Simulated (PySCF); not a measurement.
Al(F)(I)(OMe) (CH₃AlFIO), SMILES [I][Al]([F])[O]C.

Geometry: PBE0-D3(BJ)/def2-SVP. The def2 effective core potentials stand for the cores of I; spin–orbit coupling is left out. One conformer was computed; it need not be the lowest.

Level of theory: r2SCAN/def2-TZVP (PySCF).

Symmetry labels are those of the subgroup Cs that the program uses (full group Cs).

Computed valence orbital energies around the gap with their symmetry:
```
orbital  symmetry  energy (eV)
-------  --------  -----------
HOMO−7         A'       -11.34
HOMO−6         A"       -10.25
HOMO−5         A'       -10.17
HOMO−4         A'        -9.13
HOMO−3         A"        -7.61
HOMO−2         A'        -7.56
HOMO−1         A"        -7.27
HOMO           A'        -7.21
LUMO           A'        -1.61
LUMO+1         A"        -0.92
LUMO+2         A'         0.84
LUMO+3         A'         1.67
```
